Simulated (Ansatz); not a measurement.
```yaml
crystal:
  periodic: [false, false, false]
  atoms:
    - {symbol: Nb, position_ang: [0.127422, -1.057648, 1.436922]}
    - {symbol: N, position_ang: [1.503888, 0.315759, 2.001071]}
    - {symbol: N, position_ang: [-0.816772, -2.378684, 0.227252]}
    - {symbol: N, position_ang: [1.109719, -2.526261, 2.384771]}
    - {symbol: N, position_ang: [-1.234506, -0.849293, 2.896789]}
    - {symbol: N, position_ang: [-1.133825, 0.636426, 0.517324]}
    - {symbol: Nb, position_ang: [-0.130748, 1.061436, -1.439460]}
    - {symbol: N, position_ang: [-1.112989, 2.529611, -2.386927]}
    - {symbol: N, position_ang: [1.232990, 0.853619, -2.897776]}
    - {symbol: N, position_ang: [-1.503321, -0.316536, -2.000831]}
    - {symbol: N, position_ang: [0.815957, 2.377678, -0.227063]}
    - {symbol: N, position_ang: [1.130403, -0.633268, -0.519302]}
    - {symbol: H, position_ang: [2.201911, 0.813125, 1.453370]}
    - {symbol: H, position_ang: [1.452636, 0.733529, 2.930644]}
    - {symbol: H, position_ang: [-0.699328, -2.564252, -0.765913]}
    - {symbol: H, position_ang: [-1.651854, -2.862752, 0.558191]}
    - {symbol: H, position_ang: [0.899651, -3.519934, 2.305596]}
    - {symbol: H, position_ang: [1.872727, -2.391412, 3.046151]}
    - {symbol: H, position_ang: [-1.238120, -1.408007, 3.748829]}
    - {symbol: H, position_ang: [-2.013781, -0.194043, 2.918839]}
    - {symbol: H, position_ang: [-2.110831, 0.371858, 0.372519]}
    - {symbol: H, position_ang: [-1.158185, 1.475011, 1.101814]}
    - {symbol: H, position_ang: [-0.903742, 3.523354, -2.306878]}
    - {symbol: H, position_ang: [-1.876385, 2.394608, -3.047785]}
    - {symbol: H, position_ang: [2.013341, 0.199583, -2.916350]}
    - {symbol: H, position_ang: [1.238963, 1.411809, -3.750090]}
    - {symbol: H, position_ang: [-2.191633, -0.822623, -1.448728]}
    - {symbol: H, position_ang: [-1.445916, -0.739811, -2.927534]}
    - {symbol: H, position_ang: [0.707419, 2.550497, 0.769452]}
    - {symbol: H, position_ang: [1.653400, 2.858248, -0.557192]}
    - {symbol: H, position_ang: [2.107539, -0.369521, -0.374307]}
    - {symbol: H, position_ang: [1.153961, -1.472086, -1.103407]}
basis:
  gaussian: {orbitals: def2-TZVP}
magnetization: {spin_polarized: true, initial_magnetization: 2}
hamiltonian: {xc: pbe0, dispersion: d4}
scf: {omitted_lower_state_checks: [starts]}
output: {orbitals: {seedname: orbitals}}
```

```sh
$ ansatz run in.yaml --threads 4 --pin off --events-out ev --progress --plain --max-ram 6963MiB
```

Task: Does this run fit into the memory that it is given?

Result: No. It has 510 basis functions, and Ansatz plans for 9 GiB where 7 GiB are given.
